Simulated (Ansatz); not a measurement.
Isolated molecules relaxed with PBE0-D4/def2-TZVP in Ansatz; ΔE leaves out vibrations. CBS: MP2 limit from def2 TZ/QZ plus the TZ coupled-cluster correction, frozen cores. This one scheme is used for every species. Each species was taken in one conformer, which may not be the lowest.

`N=[CH][AlH][OH]` + `C[SiH3]` → `N=[CH][AlH][CH2][SiH3]` + H₂O  (formal exchange of groups at the Al–O bond)

| species | CCSD/def2-TZVPP energy (Eh) |
| --- | --- |
| `N=[CH][AlH][OH]` | -412.23599 |
| `C[SiH3]` | -330.67892 |
| `N=[CH][AlH][CH2][SiH3]` | -666.53483 |
| H₂O | -76.32939 |

**Question.** Work out ΔE.

**Answer.** ΔE = (-666.53483) + (-76.32939) − (-412.23599) − (-330.67892) = 0.05069 Eh = +133.1 kJ/mol. CCSD(T)/CBS gives +127.8 kJ/mol.

Largest T1 diagnostic among the species: 0.013.

The D4 term adds −6.0 kJ/mol with B3LYP and −3.7 kJ/mol with PBE0; it sums over pairs of atoms, weighted by their polarisabilities, and B3LYP, whose exchange is more repulsive, gets the larger term. In def2-TZVPP, CCSD(T) changes the Hartree–Fock value by −16.3 kJ/mol (the triples alone add −2.6 kJ/mol) and MP2 by −15.1 kJ/mol.

B3LYP here is the variant with VWN-RPA as its local correlation; programs differ in this.
